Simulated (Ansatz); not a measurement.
Two shapes of singlet H3(+).

Shape 1:

```xyz
3

H     0.4789    0.0341    0.0070
H    -0.2659    0.4188    0.0355
H    -0.2736   -0.4593    0.0658
```

Shape 2:

```xyz
3

H     0.4688    0.0844   -0.0197
H    -0.3144    0.4088    0.0652
H    -0.3192   -0.4476    0.0992
```

Basis set: aug-cc-pVDZ (spherical functions). All electrons are correlated. Charge 1, multiplicity 1.

Computed with Ansatz (development build ahead of 0.2.0); each method stands on the lowest determinant of its kind that the runs found.

(1) Which shape is lower in energy, and by how much in each method?

Answers

(1)

```json
{"method": "RHF", "E(2) − E(1) (eV)": "0.037"}
{"method": "RHF-MP2", "E(2) − E(1) (eV)": "0.032"}
```

Shape 1 is lower. Caution: stretched shape with no unrestricted run beside it, a lower state can exist. Caution for RHF-MP2: bonds are stretched, where a single reference can fail.
